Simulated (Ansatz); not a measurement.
Species: CHS (charge 0, doublet). It need not be the lowest isomer of its formula. SMILES: [C]S
Geometry from a B3LYP-D3(BJ)/def2-TZVP (Ansatz, an electronic-structure program) optimisation:
```xyz
3

S     -0.0500    -0.0191    -0.4147
C     -0.0717    -0.0128     1.2269
H      1.2300     0.3820    -0.7268
```
Charge 0, spin multiplicity 2.

Quantity: vertical ionisation energy (to the singlet state of charge +1; each state is the SCF solution reached for its spin; for the singlet the Hartree-Fock reference is unstable and T1 is 0.031), in eV. Correlated levels leave the core frozen unless marked. UHF or UKS for open shells. Spin-orbit coupling is left out. Non-relativistic. CBS marks a two-point X^-3 extrapolation of the correlation energy; Hartree-Fock from the larger set.

CCSD(T)/CBS(aug-cc-pV(T+d)Z,aug-cc-pV(Q+d)Z) (Ansatz) gives 9.22 eV.

Q: Another calculation gave 9.37 eV. Which level was it?
A) CAM-B3LYP/def2-TZVPD (Ansatz)
B) wB97M-V/def2-TZVPD (Ansatz)
C) SVWN5/def2-TZVPD (Ansatz)

A: C, SVWN5/def2-TZVPD (Ansatz). The others give 9.51 (CAM-B3LYP), 9.21 (wB97M-V) eV.
